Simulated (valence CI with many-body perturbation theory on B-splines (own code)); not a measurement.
## E1 transitions of Bi75+

Method: relativistic CI+MBPT: six valence electrons over a frozen Dirac-Fock core [He], a basis of 9 s, 9 p, 8 d, 6 f, 3 g, 1 h functions for each j, with the one-electron correlation potential Σ1 (screened to all orders), the two-electron term Σ2, the three-electron term Σ3, Breit, model QED; selected single and double excitations, second order for the rest, scaled by the run's own slope (own B-spline code, finite nucleus).

The last digits are not significant, and no measured levels were compared; by estimate large intervals hold to a few tenths of a per cent, small ones and those within an open d or f shell to about a per cent. Among the levels kept, up to 1900 cm⁻¹ of a level comes from second order outside the variational space, and about a tenth of that is noise between levels of different J, which matters for small intervals.

Lines 1 to 50 of 222 in falling wavelength, among levels below 1030.8 Ry, chosen from the strongest by gf and those to the six lowest levels. Wavelengths and rates use the calculated energies. Electric multipoles are in the length gauge with retardation, E1 and E2 with the static RPA response of the core. Weak lines are less certain than strong ones. Lines between different terms over intervals too small for the method are left out, as are lines whose strength nearly cancels. The highest levels of a list are the least certain.

Levels are named by their leading jj configuration (3d3/2^4 stands for four electrons in 3d with j = 3/2), which in mixed levels can hold well under half, so a name can repeat and another be missing. Letters in brackets count levels of one name in rising energy.

| λ vac (nm) | Upper | Lower | A (s⁻¹) | log gf | Branch % |
| --- | --- | --- | --- | --- | --- |
| 14.24 | (2s^2 2p1/2^2 2p3/2 3d3/2) J=1 | (2s^2 2p1/2^2 2p3/2 3p3/2) J=0 | 2.12e+08 | -2.71 | 0.0 |
| 11.85 | (2s^2 2p1/2^2 2p3/2 3d3/2) J=2 | (2s^2 2p1/2^2 2p3/2 3p3/2) J=2 | 3.74e+08 | -2.41 | 0.0 |
| 11.65 | (2s 2p1/2^2 2p3/2^2 3p1/2) J=1 [a] | (2s 2p1/2^2 2p3/2^2 3s) J=0 | 2.78e+09 | -1.77 | 0.0 |
| 10.92 | (2s^2 2p1/2^2 2p3/2 3d3/2) J=3 | (2s^2 2p1/2^2 2p3/2 3p3/2) J=2 | 1.52e+08 | -2.72 | 0.0 |
| 10.68 | (2s^2 2p1/2 2p3/2^2 3p1/2) J=2 [a] | (2s^2 2p1/2 2p3/2^2 3s) J=2 [b] | 2.79e+08 | -2.62 | 0.0 |
| 10.48 | (2s^2 2p1/2^2 2p3/2 3d3/2) J=1 | (2s^2 2p1/2^2 2p3/2 3p3/2) J=2 | 9.54e+08 | -2.33 | 0.0 |
| 10.33 | (2s 2p1/2^2 2p3/2^2 3p1/2) J=2 [a] | (2s 2p1/2^2 2p3/2^2 3s) J=2 [a] | 2.56e+09 | -1.69 | 0.0 |
| 10.29 | (2s 2p1/2^2 2p3/2^2 3p1/2) J=3 | (2s 2p1/2^2 2p3/2^2 3s) J=2 [a] | 6.77e+09 | -1.12 | 0.0 |
| 9.777 | (2s^2 2p1/2 2p3/2^2 3p1/2) J=2 [a] | (2s^2 2p1/2 2p3/2^2 3s) J=3 | 2.77e+09 | -1.70 | 0.1 |
| 9.620 | (2s^2 2p1/2 2p3/2^2 3p1/2) J=1 [a] | (2s^2 2p1/2 2p3/2^2 3s) J=1 [a] | 2.48e+09 | -1.99 | 0.2 |
| 9.393 | (2s^2 2p1/2 2p3/2^2 3p1/2) J=3 | (2s^2 2p1/2 2p3/2^2 3s) J=2 [b] | 8.92e+09 | -1.08 | 0.2 |
| 9.243 | (2s 2p1/2^2 2p3/2^2 3p1/2) J=1 [b] | (2s 2p1/2^2 2p3/2^2 3s) J=2 [b] | 1.42e+10 | -1.26 | 0.0 |
| 9.138 | (2s 2p1/2^2 2p3/2^2 3p1/2) J=2 [b] | (2s 2p1/2^2 2p3/2^2 3s) J=2 [b] | 8.87e+09 | -1.26 | 0.0 |
| 9.065 | (2s^2 2p1/2 2p3/2^2 3p1/2) J=2 [a] | (2s^2 2p1/2 2p3/2^2 3s) J=1 [a] | 6.77e+09 | -1.38 | 0.2 |
| 9.052 | (2s^2 2p1/2 2p3/2^2 3p1/2) J=1 [b] | (2s^2 2p1/2 2p3/2^2 3s) J=1 [b] | 1.21e+10 | -1.35 | 0.4 |
| 9.050 | (2s^2 2p1/2^2 2p3/2 3p1/2) J=1 | (2s^2 2p1/2^2 2p3/2 3s) J=1 | 3.26e+09 | -1.92 | 0.1 |
| 8.992 | (2s^2 2p1/2^2 2p3/2 3p1/2) J=2 | (2s^2 2p1/2^2 2p3/2 3s) J=1 | 9.42e+09 | -1.24 | 0.2 |
| 8.953 | (2s^2 2p1/2^2 2p3/2 3d3/2) J=2 | (2s^2 2p1/2^2 2p3/2 3p3/2) J=1 | 1.19e+09 | -2.15 | 0.0 |
| 8.898 | (2s^2 2p1/2^2 2p3/2 3d3/2) J=2 | (2s^2 2p1/2^2 2p3/2 3p3/2) J=3 | 8.22e+08 | -2.31 | 0.0 |
| 8.828 | (2s^2 2p1/2 2p3/2^2 3p1/2) J=1 [b] | (2s^2 2p1/2 2p3/2^2 3s) J=0 | 6.64e+09 | -1.63 | 0.2 |
| 8.705 | (2s 2p1/2^2 2p3/2^2 3p1/2) J=1 [b] | (2s 2p1/2^2 2p3/2^2 3s) J=1 [b] | 3.57e+09 | -1.91 | 0.0 |
| 8.686 | (2s^2 2p1/2 2p3/2^2 3p1/2) J=3 | (2s^2 2p1/2 2p3/2^2 3s) J=3 | 9.23e+09 | -1.14 | 0.2 |
| 8.664 | (2s^2 2p1/2 2p3/2^2 3p1/2) J=1 [a] | (2s^2 2p1/2 2p3/2^2 3s) J=2 [a] | 1.71e+10 | -1.24 | 1.1 |
| 8.611 | (2s 2p1/2^2 2p3/2^2 3p1/2) J=2 [b] | (2s 2p1/2^2 2p3/2^2 3s) J=1 [b] | 1.11e+10 | -1.21 | 0.0 |
| 8.402 | (2s^2 2p1/2^2 2p3/2 3p1/2) J=1 | (2s^2 2p1/2^2 2p3/2 3s) J=2 | 1.94e+10 | -1.21 | 0.7 |
| 8.361 | (2s^2 2p1/2^2 2p3/2 3d3/2) J=3 | (2s^2 2p1/2^2 2p3/2 3p3/2) J=3 | 3.42e+09 | -1.60 | 0.0 |
| 8.352 | (2s^2 2p1/2^2 2p3/2 3p1/2) J=2 | (2s^2 2p1/2^2 2p3/2 3s) J=2 | 1.23e+10 | -1.19 | 0.3 |
| 8.232 | (2s 2p1/2^2 2p3/2^2 3p1/2) J=1 [a] | (2s 2p1/2^2 2p3/2^2 3s) J=1 [a] | 1.74e+10 | -1.27 | 0.0 |
| 8.211 | (2s^2 2p1/2 2p3/2^2 3p1/2) J=2 [a] | (2s^2 2p1/2 2p3/2^2 3s) J=2 [a] | 1.01e+10 | -1.29 | 0.4 |
| 8.172 | (2s 2p1/2^2 2p3/2^2 3p1/2) J=0 | (2s 2p1/2^2 2p3/2^2 3s) J=1 [a] | 2.58e+10 | -1.59 | 0.1 |
| 8.148 | (2s^2 2p1/2^2 2p3/2 3d3/2) J=1 | (2s^2 2p1/2^2 2p3/2 3p3/2) J=1 | 7.52e+08 | -2.65 | 0.0 |
| 7.948 | (2s 2p1/2^2 2p3/2^2 3p1/2) J=2 [a] | (2s 2p1/2^2 2p3/2^2 3s) J=3 | 2.22e+10 | -0.98 | 0.0 |
| 7.925 | (2s 2p1/2^2 2p3/2^2 3p1/2) J=3 | (2s 2p1/2^2 2p3/2^2 3s) J=3 | 1.33e+10 | -1.06 | 0.0 |
| 7.841 | (2s^2 2p1/2^2 2p3/2 3d3/2) J=0 | (2s^2 2p1/2^2 2p3/2 3p3/2) J=1 | 4.55e+09 | -2.38 | 0.1 |
| 7.428 | (2s^2 2p1/2 2p3/2^2 3p1/2) J=3 | (2s^2 2p1/2 2p3/2^2 3s) J=2 [a] | 3.14e+08 | -2.74 | 0.0 |
| 6.774 | (2s^2 2p1/2 2p3/2^2 3p1/2) J=2 [b] | (2s^2 2p1/2 2p3/2^2 3s) J=2 [b] | 9.52e+09 | -1.48 | 0.2 |
| 6.398 | (2s^2 2p1/2 2p3/2^2 3p1/2) J=2 [b] | (2s^2 2p1/2 2p3/2^2 3s) J=3 | 3.29e+10 | -1.00 | 0.7 |
| 6.329 | (2s^2 2p1/2 2p3/2^2 3p1/2) J=0 | (2s^2 2p1/2 2p3/2^2 3s) J=1 [b] | 5.93e+10 | -1.45 | 1.2 |
| 6.086 | (2s^2 2p1/2 2p3/2^2 3p1/2) J=2 [b] | (2s^2 2p1/2 2p3/2^2 3s) J=1 [a] | 8.77e+09 | -1.61 | 0.2 |
| 5.689 | (2s^2 2p1/2 2p3/2^2 3p1/2) J=2 [b] | (2s^2 2p1/2 2p3/2^2 3s) J=2 [a] | 7.92e+09 | -1.72 | 0.2 |
| 5.052 | (2s 2p1/2^2 2p3/2^2 3p1/2) J=1 [b] | (2s 2p1/2^2 2p3/2^2 3s) J=2 [a] | 3.57e+09 | -2.39 | 0.0 |
| 5.020 | (2s 2p1/2^2 2p3/2^2 3p1/2) J=2 [b] | (2s 2p1/2^2 2p3/2^2 3s) J=2 [a] | 2.16e+09 | -2.39 | 0.0 |
| 4.341 | (2s^2 2p1/2^2 2p3/2 3d5/2) J=2 | (2s^2 2p1/2^2 2p3/2 3p3/2) J=2 | 5.82e+10 | -1.09 | 0.0 |
| 4.310 | (2s^2 2p1/2^2 2p3/2 3d5/2) J=1 | (2s^2 2p1/2^2 2p3/2 3p3/2) J=0 | 8.48e+10 | -1.15 | 0.0 |
| 4.091 | (2s^2 2p1/2^2 2p3/2 3d5/2) J=3 | (2s^2 2p1/2^2 2p3/2 3p3/2) J=2 | 1.61e+11 | -0.55 | 0.0 |
| 4.043 | (2s^2 2p1/2^2 2p3/2 3d5/2) J=4 | (2s^2 2p1/2^2 2p3/2 3p3/2) J=3 | 2.03e+11 | -0.35 | 51.0 |
| 3.888 | (2s^2 2p1/2^2 2p3/2 3d5/2) J=1 | (2s^2 2p1/2^2 2p3/2 3p3/2) J=2 | 1.05e+10 | -2.15 | 0.0 |
| 3.880 | (2s^2 2p1/2^2 2p3/2 3d5/2) J=2 | (2s^2 2p1/2^2 2p3/2 3p3/2) J=1 | 1.41e+11 | -0.80 | 0.0 |
| 3.870 | (2s^2 2p1/2^2 2p3/2 3d5/2) J=2 | (2s^2 2p1/2^2 2p3/2 3p3/2) J=3 | 6.01e+09 | -2.17 | 0.0 |
| 3.671 | (2s^2 2p1/2^2 2p3/2 3d5/2) J=3 | (2s^2 2p1/2^2 2p3/2 3p3/2) J=3 | 4.74e+10 | -1.17 | 0.0 |
